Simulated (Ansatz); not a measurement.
Frontier orbitals of ClGeH$_{7}$N$_{2}$OSi, SMILES `[NH2][GeH2][O][SiH](N)Cl`.

The species carries charge 0 and has multiplicity 1. Correlated methods include outer-core shells of Ge, which these sets cover unevenly. Scalar relativity is left out up to krypton. The geometry is a stationary point of PBE0-D4/def2-TZVP. It is one conformer, not always the lowest. Basis def2-TZVPP, Ansatz.

```csv
functional,HOMO (eV),LUMO (eV),gap (eV)
PBE,-6.09,-0.24,5.85
r2SCAN,-6.41,0.29,6.70
B97M-V,-6.52,-0.06,6.46
PBE0,-7.55,0.60,8.15
B3LYP,-7.29,0.28,7.57
r2SCAN0,-7.78,0.96,8.74
HSE06 (plane-wave form),-7.14,0.23,7.37
CAM-B3LYP,-8.99,1.42,10.41
ωB97M-V,-9.95,2.10,12.05
```

Q: What is the vertical ionisation energy at frozen-core CCSD(T)/def2-TZVPP? (An estimate is asked.)

A: Ansatz gave: 9.95 eV (T1 of the cation 0.019).

A quarter of exact exchange (PBE0) shifts PBE's HOMO by −1.46 eV and its LUMO by +0.84 eV; full exchange at long range (ωB97M-V) shifts them by −3.86 and +2.34 eV. The gap opens from 5.85 to 12.05 eV, since occupied levels lose self-interaction and empty ones feel all the electrons. A positive LUMO is unbound and depends on the basis. −ε(HOMO) differs from that ionisation energy by −3.87 eV with PBE and −0.01 eV with ωB97M-V.

B3LYP here is the variant with VWN-RPA as its local correlation; programs differ in this.
